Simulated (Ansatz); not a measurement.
**Relative stability**

The two ends of one reaction step of Si2H8O2, singlet (PBE0-D4/def2-TZVP).

A:

Si1  (-0.568, -1.309, 1.055)
O2  (0.844, -0.553, 0.673)
H3  (-0.222, -2.584, 1.744)
H4  (-1.391, -1.556, -0.147)
O5  (-1.482, -0.329, 1.990)
H6  (1.664, 1.908, -1.009)
Si7  (0.455, 1.470, -1.748)
H8  (1.646, -1.076, 0.690)
H9  (-1.092, 0.020, 2.793)
H10  (0.662, 0.113, -2.311)
H11  (-0.731, 1.481, -0.857)
H12  (0.216, 2.415, -2.873)
(Å)

B:

```tsv
atom	x (Å)	y (Å)	z (Å)
Si1	-1.1051	-1.0342	-0.0456
O2	1.5532	0.6808	1.7471
H3	-0.3537	-2.2998	-0.3041
H4	-2.5443	-1.2974	-0.3017
O5	-0.9627	-0.5252	1.5058
H6	1.7945	0.9946	0.8701
Si7	-0.3045	0.5739	-1.5641
H8	2.3118	0.1896	2.0713
H9	-0.1131	-0.1120	1.7345
H10	-0.3054	0.0635	-2.9629
H11	-1.0841	1.8406	-1.5169
H12	1.1136	0.9258	-1.2338
```

Program: Ansatz 0.2.0. Basis: def2-TZVPP. Cores are frozen in the correlated methods. B3LYP uses VWN-RPA correlation.

(1) Which structure is lower at CCSD(T), and by how much? (Judge from chemistry; the value comes from the calculation.)

T1 diagnostic: at most 0.012.

## Answers

(1) By the calculation: A, by 22.82 kcal/mol (electronic energy, against the other). By their contacts, A is a complex of SiH₄O₂ ([OH][SiH2][OH]) + SiH₄ and B is a complex of Si₂H₆O ([OH][SiH2][SiH3]) + H₂O.

All methods give the same order:

```json
{"method": "SPW92", "E(B) − E(A) (kcal/mol)": "15.32"}
{"method": "PBE-D4", "E(B) − E(A) (kcal/mol)": "16.06"}
{"method": "BLYP-D4", "E(B) − E(A) (kcal/mol)": "20.67"}
{"method": "r2SCAN-D4", "E(B) − E(A) (kcal/mol)": "21.11"}
{"method": "B97M-V", "E(B) − E(A) (kcal/mol)": "21.29"}
{"method": "PBE0-D4", "E(B) − E(A) (kcal/mol)": "18.11"}
{"method": "B3LYP-D4", "E(B) − E(A) (kcal/mol)": "21.96"}
{"method": "r2SCAN0-D4", "E(B) − E(A) (kcal/mol)": "21.87"}
{"method": "BHLYP-D4", "E(B) − E(A) (kcal/mol)": "24.44"}
{"method": "CAM-B3LYP-D4", "E(B) − E(A) (kcal/mol)": "23.57"}
{"method": "wB97X-V", "E(B) − E(A) (kcal/mol)": "22.22"}
{"method": "wB97M-V", "E(B) − E(A) (kcal/mol)": "23.49"}
{"method": "B2PLYP", "E(B) − E(A) (kcal/mol)": "23.50"}
{"method": "PBE-QIDH", "E(B) − E(A) (kcal/mol)": "21.50"}
{"method": "RPA on PBE", "E(B) − E(A) (kcal/mol)": "23.48"}
{"method": "HF", "E(B) − E(A) (kcal/mol)": "29.55"}
{"method": "MP2", "E(B) − E(A) (kcal/mol)": "24.39"}
{"method": "CCSD", "E(B) − E(A) (kcal/mol)": "23.81"}
{"method": "CCSD(T)", "E(B) − E(A) (kcal/mol)": "22.82"}
```

Labels in which every atom is bracketed show which atoms are joined, not bond orders.

For scale, one of the runs: CCSD(T)/def2-TZVPP, 258 basis functions, launched by `ansatz run in.yaml --threads 4 --pin off --events-out ev --progress --plain --max-ram 9574MiB`. Hardware: 4 CPU threads of an Arm Neoverse V2, shared host. Wall time 2.2 min; peak host memory 5.7 GiB.
